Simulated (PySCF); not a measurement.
Computed with B3LYP-D3(BJ)/def2-TZVP // PBE0-D3(BJ)/def2-SVP run with PySCF. All species are isolated molecules in the gas phase. One relaxed conformer stands for a flexible species; it need not be the lowest. B3LYP has the VWN-RPA correlation part, as in Gaussian. 

Reference species (SMILES): `[SiH3]c1sc2c(c1)sc(OC)c2` (C–O–C–S torsion 0°) (neutral, multiplicity 1).

```
Quantity          Value
-------------  --------
HOMO           -5.63 eV
HOMO–LUMO gap   4.63 eV
```

Changed species: `c12c(sc(OC)c1)c([SiH3])cs2` (C–O–C–S torsion 0°).

Question: Give the shifts of the HOMO and HOMO–LUMO gap.

Answer: the HOMO hardly moves; the HOMO–LUMO gap increases by 0.16 eV, to 4.79 eV.
